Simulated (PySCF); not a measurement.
These are PySCF with CAM-B3LYP-D3(BJ)/def2-TZVP values and carry that method's errors. Isolated molecules, 0 K electronic values unless said otherwise. One relaxed conformer stands for a flexible species; it need not be the lowest. Excitations are Tamm–Dancoff values on a coarser integration grid. The basis has no diffuse functions, so Rydberg states are missing or too high.

Reference species (SMILES): `C=C(Cl)/C=C\[SiH3]` (Cl–C–C–C torsion 0°) (neutral, multiplicity 1).

| Property | Value |
|---|---|
| S1–T1 gap (TDA) | 2.67 eV |
| brightest of the four lowest singlets (TDA) | 5.76 eV |

Changed species: `C=C(Cl)/C=C/[SiH3]` (Cl–C–C–C torsion 0°).

Problem. Give the shifts of the S1–T1 gap (TDA) and brightest of the four lowest singlets (TDA).

Solution. the S1–T1 gap (TDA) rises by 0.08 eV, to 2.75 eV; the brightest of the four lowest singlets (TDA) rises by 0.17 eV, to 5.93 eV.
